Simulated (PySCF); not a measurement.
Geometry:
| atom | x (Å) | y (Å) | z (Å) |
| --- | --- | --- | --- |
| Ga1 | -0.036 | -0.059 | 0.001 |
| Cl2 | 2.075 | -0.141 | 0.021 |
| Cl3 | -1.124 | 1.755 | -0.025 |
| F4 | -0.915 | -1.555 | 0.003 |

Geometry: PBE0-D3(BJ)/def2-SVP; GIAO absolute shieldings from PySCF 2.14.0 with density-fitted response routines, gas phase, non-relativistic, averaged over equivalent atoms.

At B3LYP/pcSseg-1 (pcSseg-2 on Ga) (128 basis functions, 6.3 s wall time on 1 thread of an Arm Neoverse V1, shared host):
```tsv
atoms	σ (ppm)
Ga1	1464.5
Cl2/Cl3	882.0
F4	287.7
```

What do these become at PBE/pcSseg-1 (pcSseg-2 on Ga)?

## Answers


```
  atoms  σ at PBE/pcSseg-1 (pcSseg-2 on Ga)  change
    Ga1                              1428.3   -36.2
Cl2/Cl3                               853.1   -28.9
     F4                               259.0   -28.7
```

The largest change is at Ga1 (Ga bonded to 2 Cl, F). Cost: 128 basis functions, 9.2 s wall time on 1 thread of an Arm Neoverse V1, shared host.

Relativistic effects, spin–orbit coupling among them, are left out; they matter for Ga and for the light atoms bonded to it.
